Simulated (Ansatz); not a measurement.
Reaction (ligand exchange at the Hf–Br bond): `[F][Hf]([F])([F])[Br]` + H–F → `[F][Hf]([F])([F])[F]` + HBr

Calculated with Ansatz (gas phase, PBE0-D4/def2-TZVP geometries, no zero-point term in ΔE). CBS: MP2 limit from def2 TZ/QZ plus the TZ coupled-cluster correction, frozen cores. This one scheme is used for every species. DFT in def2-TZVPP. def2 core potentials past Kr. For Br, Hf outer-core shells are correlated without core-valence functions, which leaves a few kJ/mol of doubt a bond. Scalar relativity is left out up to krypton.

`[F][Hf]([F])([F])[Br]`:

```xyz
5

F    -0.063   -1.014   -1.640
Hf    0.002    0.061   -0.087
F     1.587    1.090   -0.130
F    -1.480    1.233   -0.101
Br   -0.045   -1.369    1.957
```

H–F:

```xyz
2

F    -0.219   -0.397   -0.080
H     0.219    0.397    0.080
```

`[F][Hf]([F])([F])[F]`:

Z-matrix (Å, degrees):
```
Hf
F 1 1.897
F 1 1.897 2 109.5
F 1 1.897 2 109.5 3 120.0
F 1 1.897 2 109.5 3 -120.0
```

HBr:

Cartesian coordinates in Å:
```
Br -0.255 0.634 -0.192
H 0.255 -0.634 0.192
```

```json
{"level": "PBE0-D4", "ΔE (kJ/mol)": "-15.5"}
{"level": "BHLYP", "ΔE (kJ/mol)": "-22.0"}
```

Problem. What does CCSD(T)/CBS give? (An estimate is asked.)

Solution. The calculation gave: -12.4 kJ/mol. The listed levels differ from it by -3.1, -9.6 kJ/mol.

Problem. What do rigid-rotor, harmonic-oscillator terms from PBE0-D4/def2-TZVP frequencies (298.15 K, 1 bar) make of the CCSD(T)/CBS value? (Estimate.)

Solution. Computed: ΔZPE = -5.9 kJ/mol, ΔH = -19.7 kJ/mol, ΔS = -10 J/(mol·K), ΔG = -16.8 kJ/mol.

Largest T1 diagnostic among the species: 0.016.

The D4 term adds +3.4 kJ/mol with B3LYP and +1.9 kJ/mol with PBE0; it sums over pairs of atoms, weighted by their polarisabilities, and B3LYP, whose exchange is more repulsive, gets the larger term. At CCSD(T), def2-SVP lies −26.4 kJ/mol from the extrapolated value and def2-TZVPP −3.1 kJ/mol. From BLYP to BHLYP (50 % exact exchange), in def2-TZVPP and without D4, ΔE moves by +13.3 kJ/mol.

B3LYP here is the variant with VWN-RPA as its local correlation; programs differ in this.
